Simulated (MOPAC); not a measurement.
Job for MOPAC: PM3 on F2GaH2N (SMILES [NH2][Ga]([F])[F]), a point of a torsion scan.

```
PM3 1SCF PRECISE CHARGE=0 THREADS=1
F2GaH2N

N     -1.09571341 1    -0.09447762 1    -0.27814985 1
Ga     0.71496637 1     0.26724390 1    -0.20989785 1
F      1.77790235 1    -0.53234157 1     0.92049760 1
F      1.50683655 1     1.42622239 1    -1.23007973 1
H     -1.67328730 1     0.72309859 1    -0.09926029 1
H     -1.34014757 1    -0.80526452 1     0.40907427 1
```

It printed:

```
*******************************************************************************
 **                                                                           **
 **                              MOPAC v23.2.5                                **
 **                                                                           **
 *******************************************************************************
 ** MOPAC's Digital Object Identifier: https://doi.org/10.5281/zenodo.6511958 **
 **                                                                           **
 ** Please cite the open-source release paper for use of this MOPAC version:  **
 ** J. E. Moussa and J. J. P. Stewart (2026)                                  **
 ** MOPAC: An open-source semiempirical molecular orbital program             **
 ** J. Open Source Softw., 11(119), 8025, https://doi.org/10.21105/joss.08025 **
 *******************************************************************************

                              PM3 CALCULATION RESULTS

 *******************************************************************************
 *  PM3        - The PM3 Hamiltonian to be used
 *
 *
 *
 *                 CHARGE ON SYSTEM = 0
 *
 *
 *
 *  PRECISE    - TIGHTER CRITERIA TO BE USED
 *  1SCF       - DO 1 SCF AND THEN STOP
 *  THREADS=1  - MULTI-THREADING NOT USED
 *  T=         - A TIME OF 172800.0 SECONDS REQUESTED
 *  DUMP=N     - RESTART FILE WRITTEN EVERY 7200.0 SECONDS REQUESTED
 *******************************************************************************
PM3 1SCF PRECISE CHARGE=0 THREADS=1
 F2GaH2N

   ATOM   CHEMICAL          X               Y               Z
  NUMBER   SYMBOL      (ANGSTROMS)     (ANGSTROMS)     (ANGSTROMS)

     1       N         -1.09571341  *  -0.09447762  *  -0.27814985  *
     2      Ga          0.71496637  *   0.26724390  *  -0.20989785  *
     3       F          1.77790235  *  -0.53234157  *   0.92049760  *
     4       F          1.50683655  *   1.42622239  *  -1.23007973  *
     5       H         -1.67328730  *   0.72309859  *  -0.09926029  *
     6       H         -1.34014757  *  -0.80526452  *   0.40907427  *



          CARTESIAN COORDINATES

    NO.       ATOM           X           Y           Z

     1         N         -1.0957     -0.0945     -0.2781
     2        Ga          0.7150      0.2672     -0.2099
     3         F          1.7779     -0.5323      0.9205
     4         F          1.5068      1.4262     -1.2301
     5         H         -1.6733      0.7231     -0.0993
     6         H         -1.3401     -0.8053      0.4091

  H: (PM3): J. J. P. STEWART, J. COMP. CHEM. 10, 209 (1989).
  N: (PM3): J. J. P. STEWART, J. COMP. CHEM. 10, 209 (1989).
  F: (PM3): J. J. P. STEWART, J. COMP. CHEM. 10, 209 (1989).
 Ga: (PM3): J. J. P. STEWART, J. COMP. CHEM. 12, 320-341 (1991).

           Empirical Formula: H2 N Ga F2  =     6 atoms



      MOLECULAR POINT GROUP   :   C1


      RHF CALCULATION, NO. OF DOUBLY OCCUPIED LEVELS = 12


 -------------------------------------------------------------------------------
 PM3 1SCF PRECISE CHARGE=0 THREADS=1
 F2GaH2N



     1SCF WAS SPECIFIED, SO BFGS WAS NOT USED
     SCF FIELD WAS ACHIEVED


                              PM3 CALCULATION
                                                       MOPAC v23.2.5 Linux




          FINAL HEAT OF FORMATION =       -127.78005 KCAL/MOL =    -534.63173 KJ/MOL


          COSMO AREA              =        100.55 SQUARE ANGSTROMS
          COSMO VOLUME            =         82.00 CUBIC ANGSTROMS

          IONIZATION POTENTIAL    =         10.849855 EV
          HOMO LUMO ENERGIES (EV) =        -10.850 -2.811
          NO. OF FILLED LEVELS    =         12
          MOLECULAR WEIGHT        =        123.7543         POINT GROUP:  C1

          MOLECULAR DIMENSIONS (Angstroms)

            Atom       Atom       Distance
            H     6    F     4     3.97136
            F     3    H     5     3.56515
            N     1    H     5     0.64565


          SCF CALCULATIONS        =          1





   ATOM   CHEMICAL          X               Y               Z
  NUMBER   SYMBOL      (ANGSTROMS)     (ANGSTROMS)     (ANGSTROMS)

     1       N         -1.09571341  *  -0.09447762  *  -0.27814985  *
     2      Ga          0.71496637  *   0.26724390  *  -0.20989785  *
     3       F          1.77790235  *  -0.53234157  *   0.92049760  *
     4       F          1.50683655  *   1.42622239  *  -1.23007973  *
     5       H         -1.67328730  *   0.72309859  *  -0.09926029  *
     6       H         -1.34014757  *  -0.80526452  *   0.40907427  *

                             CARTESIAN COORDINATES

   1    N       -1.095713410    -0.094477620    -0.278149850
   2   Ga        0.714966370     0.267243900    -0.209897850
   3    F        1.777902350    -0.532341570     0.920497600
   4    F        1.506836550     1.426222390    -1.230079730
   5    H       -1.673287300     0.723098590    -0.099260290
   6    H       -1.340147570    -0.805264520     0.409074270


           Empirical Formula: H2 N Ga F2  =     6 atoms



      MOLECULAR POINT GROUP   :   C1


                  EIGENVALUES
 -29.15972 -21.47450 -18.34212 -16.43205 -16.00703 -15.31906 -15.07601 -14.85205
 -14.75422 -14.54060 -13.02140 -10.84985  -2.81080  -2.09298  -1.42928  -1.29801
   2.64980   3.74648


              NET ATOMIC CHARGES AND DIPOLE CONTRIBUTIONS

  ATOM NO.   TYPE          CHARGE      No. of ELECS.   s-Pop       p-Pop
    1          N          -0.169857        5.1699     1.47633     3.69353
    2         Ga           0.883464        2.1165     1.10118     1.01536
    3          F          -0.419304        7.4193     1.64785     5.77146
    4          F          -0.404264        7.4043     1.62925     5.77502
    5          H           0.058381        0.9416     0.94162
    6          H           0.051581        0.9484     0.94842
 DIPOLE           X         Y         Z       TOTAL
 POINT-CHG.    -3.380    -0.483    -0.056     3.415
 HYBRID        -0.065     0.124     0.828     0.840
 SUM           -3.445    -0.359     0.773     3.548


          ATOMIC ORBITAL ELECTRON POPULATIONS

     Atom    s        px        py        pz
    1  N   1.47633   1.14051   1.08386   1.46916
    2 Ga   1.10118   0.36317   0.29404   0.35815
    3  F   1.64785   1.93171   1.93710   1.90264
    4  F   1.62925   1.94425   1.90145   1.92932
    5  H   0.94162
    6  H   0.94842

 **********************
 *                    *
 * JOB ENDED NORMALLY *
 *                    *
 **********************




 == MOPAC DONE ==
```

The run finished.

Cost: very roughly 0.03 core-seconds.
